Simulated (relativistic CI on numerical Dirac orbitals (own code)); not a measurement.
# Ti3+ in a cubic cluster: 2p photoemission with charge transfer

Computed with a charge-transfer multiplet model of a cubic metal-ligand cluster with up to 2 ligand holes, Slater and spin-orbit integrals from Dirac-Coulomb-Breit ions, Slater integrals scaled by 0.9. The ground state mixes d1 with configurations of k ligand holes L, whose averages lie at kΔ + k(k − 1)U_dd/2; a core hole lowers each added d electron by U_cd. 300 K, Lorentzian 0.6 eV and Gaussian 0.8 eV FWHM.

Atomic integrals in eV (Slater integrals scaled, ζ unscaled), ground: F2dd 7.400, F4dd 4.602, zeta_d 0.017; with the core hole: F2dd 7.400, F4dd 4.602, zeta_d 0.032, zeta_core 3.741, F2cd 5.699, G1cd 4.259, G3cd 2.418. Where a configuration has fewer than two d electrons, the dd integrals are those of d2.

Cluster parameters (eV): U_dd = 4.4, U_cd = 4.9, 10Dq = 1.5, 10Dq(ligand) = 1.3, V(eg) = 3.3, V(t2g) = -1.62, final-state hopping factor = 0.9.

```tsv
Case	n_d	d1	d2L	d3L2	S
Δ = 3.2 eV	1.75	0.38	0.49	0.13	0.50
Δ = 6.2 eV	1.55	0.53	0.40	0.07	0.50
Δ = 7.2 eV	1.49	0.57	0.37	0.06	0.50
```

Weights, n_d and S are thermal averages at 300 K. Binding energies count from the first peak over 30 % of the highest in each spectrum, which can be another peak from case to case. The parameters are a model scan and need not match a compound or its usual spin state. Peaks in eV (height, largest 100):
- Δ = 3.2 eV: 0.0 (100), 5.9 (34), 12.1 (7)
- Δ = 6.2 eV: 0.0 (100), 5.6 (41), 11.3 (7)
- Δ = 7.2 eV: 0.0 (100), 5.5 (44), 9.0 (8), 11.2 (6)

Curve for Δ = 6.2 eV (points under 2 left out, the grid thinned):

```json
{"E (eV)": "-3.5", "Intensity": "2.0"}
{"E (eV)": "-3.1", "Intensity": "2.6"}
{"E (eV)": "-2.7", "Intensity": "3.5"}
{"E (eV)": "-2.3", "Intensity": "5.1"}
{"E (eV)": "-1.9", "Intensity": "8.3"}
{"E (eV)": "-1.5", "Intensity": "16.5"}
{"E (eV)": "-1.1", "Intensity": "35.8"}
{"E (eV)": "-0.7", "Intensity": "65.8"}
{"E (eV)": "-0.2", "Intensity": "96.1"}
{"E (eV)": "0.2", "Intensity": "97.8"}
{"E (eV)": "0.6", "Intensity": "76.5"}
{"E (eV)": "1.0", "Intensity": "48.0"}
{"E (eV)": "1.4", "Intensity": "29.8"}
{"E (eV)": "1.8", "Intensity": "18.3"}
{"E (eV)": "2.2", "Intensity": "11.4"}
{"E (eV)": "2.6", "Intensity": "8.3"}
{"E (eV)": "3.0", "Intensity": "7.6"}
{"E (eV)": "3.4", "Intensity": "9.2"}
{"E (eV)": "3.8", "Intensity": "11.3"}
{"E (eV)": "4.2", "Intensity": "12.7"}
{"E (eV)": "4.6", "Intensity": "17.4"}
{"E (eV)": "5.0", "Intensity": "29.0"}
{"E (eV)": "5.5", "Intensity": "40.7"}
{"E (eV)": "5.9", "Intensity": "37.3"}
{"E (eV)": "6.3", "Intensity": "31.0"}
{"E (eV)": "6.7", "Intensity": "27.2"}
{"E (eV)": "7.1", "Intensity": "22.7"}
{"E (eV)": "7.5", "Intensity": "16.9"}
{"E (eV)": "7.9", "Intensity": "11.9"}
{"E (eV)": "8.3", "Intensity": "9.1"}
{"E (eV)": "8.7", "Intensity": "8.2"}
{"E (eV)": "9.1", "Intensity": "7.8"}
{"E (eV)": "9.5", "Intensity": "6.8"}
{"E (eV)": "9.9", "Intensity": "5.7"}
{"E (eV)": "10.3", "Intensity": "5.4"}
{"E (eV)": "10.7", "Intensity": "6.0"}
{"E (eV)": "11.1", "Intensity": "6.6"}
{"E (eV)": "11.6", "Intensity": "6.4"}
{"E (eV)": "12.0", "Intensity": "5.3"}
{"E (eV)": "12.4", "Intensity": "3.9"}
{"E (eV)": "12.8", "Intensity": "2.8"}
{"E (eV)": "13.2", "Intensity": "2.2"}
{"E (eV)": "17.1", "Intensity": "2.6"}
{"E (eV)": "17.5", "Intensity": "2.7"}
{"E (eV)": "17.9", "Intensity": "2.1"}
```

For the case Δ = 6.2 eV, Δ = 6.2 eV is larger than U_dd = 4.4 eV, the Mott-Hubbard side of the Zaanen-Sawatzky-Allen scheme. With the core hole the configuration with one ligand hole lies at Δ − U_cd = -1.7, 1.3, 2.3 eV from the one without, in the order of the table; where this is negative the screened configuration lies lower, though the effective hopping of about 6.5 eV (from the holes of the mixed ground state) mixes the two strongly wherever it is as large as the gap.

With at most 2 ligand holes the space is cut while the next configuration still counts, so covalency is underestimated, and a final configuration with one more ligand hole, which can lie low, is missing from the spectra.
